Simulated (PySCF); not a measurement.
C₃H₆NO, SMILES C[N]C(C)=O (connectivity only; charge and spin as stated), charge -1, multiplicity 1. The structure is a stationary point at PBE-D3(BJ)/def2-SVPD. The spin state was assumed, not searched. The isomer is the one that the SMILES or the coordinates give; other isomers of the formula were not compared.

The numbers are results of PBE-D3(BJ)/def2-SVPD (PySCF), not measurements.

Harmonic wavenumbers (cm⁻¹): 124, 160, 236, 318, 473, 562, 575, 777, 939, 967, 1058, 1068, 1088, 1255, 1342, 1363, 1388, 1392, 1404, 1415, 1601, 2743, 2756, 2918, 2921, 2988, 3055. Rotational constants (GHz): 9.150, 4.240, 3.008; symmetry number 1.

Question: Work out the zero-point energy and the ideal-gas rigid-rotor harmonic-oscillator thermochemistry at 298.15 K and 1 atm.

Answer: ZPE = ½ Σ hcν = ½ × 36886 cm⁻¹ = 52.73 kcal/mol. H − E(el) = 57.07 kcal/mol. Entropy in cal/(mol K): translation 38.74, rotation 25.42, vibration 11.31, total 75.47. G − E(el) = 34.57 kcal/mol. Cp = 22.07 cal/(mol K). Modes under 150 cm⁻¹ make the vibrational entropy uncertain.
